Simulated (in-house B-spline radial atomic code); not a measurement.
**Ionising neutral ytterbium with different functionals**

Computed with an all-electron radial atomic-structure program (B-spline basis): four-component Dirac-Coulomb Hamiltonian, Fermi nucleus of rms radius 5.3108 fm, spin-restricted, spherical fractional occupations for the functionals. The ionisation energy is the difference of two self-consistent energies, [Xe] 4f14 6s2 → [Xe] 4f14 6s1, without Breit or QED terms; ε is the level of the shell that loses the electron (mean over j).

Hybrids are left out here: with spherical fractional occupations of an open shell their exact exchange keeps a self-interaction that integer-occupation calculations don't have.

| method | rung | ΔSCF (eV) | -ε(6s) (eV) |
| --- | --- | --- | --- |
| LDA VWN5 | LDA | 6.76 | 4.08 |
| relativistic LDA | LDA | 6.74 | 4.07 |
| LDA PW92 | LDA | 6.76 | 4.08 |
| LDA exchange-only | LDA | 5.87 | 3.24 |
| PBE | GGA | 6.54 | 3.92 |
| PBEsol | GGA | 6.55 | 3.94 |
| BLYP | GGA | 6.51 | 3.81 |
| RPBE | GGA | 6.43 | 3.86 |
| PW91 | GGA | 6.58 | 3.96 |
| BP86 | GGA | 6.71 | 4.07 |
| AM05 | GGA | 6.49 | 3.88 |
| OLYP | GGA | 6.16 | 3.59 |

Task: How do they compare with the NIST value?

Result: NIST lists 6.254 eV (measured, ground level to ground level). Errors run from -0.38 to +0.50 eV; OLYP is closest (-0.10 eV), but part of that can be cancellation, since the calculations leave out Breit-QED terms, spin polarisation.
